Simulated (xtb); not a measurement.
H3Si, SMILES [SiH3+], charge +1. All values are semi-empirical tight-binding results from xtb (GFN2-xTB unless named), good for trends rather than for accurate numbers. Geometry: GFN2-xTB.

The point group as xtb finds it is D3h and the orbital gap comes out as 4.04 eV. The zero-point energy is 12.9 kcal/mol and the G − E(el) at 298.15 K (modified RRHO) is 0.8 kcal/mol. The static polarisability (D4 model) comes out as 34.5 bohr³ and the solvation energy, GFN2-xTB/ALPB(water) is -57.9 kcal/mol. The solvation energy, GFN2-xTB/ALPB(thf) is -47.0 kcal/mol.
